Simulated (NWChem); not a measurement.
Lowest excitation of Cl$_{2}$Sn

```
Sn
Cl 1 2.4118
Cl 1 2.4118 2 100.13
```
Charge 0, spin multiplicity 1.

Program: NWChem. All single points use one geometry, from PBE/def2-SVP with def2 effective core potentials on Sn, a minimum by its harmonic frequencies.

Basis set: def2-SVPD.

Effective core potentials replace the inner electrons of Sn; spin-orbit coupling is left out. The correlated methods keep 14 core orbitals frozen. The structure started from a generated list of species. Coupled-cluster values serve here as a point of comparison, not as the truth.

Question: One of these methods gave a lowest vertical singlet excitation energy of 3.79 eV. Which?
(A) CIS
(B) TD-PBE
(C) TD-PBE0
(D) EOM-CCSD

Answer: C, TD-PBE0. The others give 3.48 (TD-PBE), 4.37 (CIS), 3.97 (EOM-CCSD).
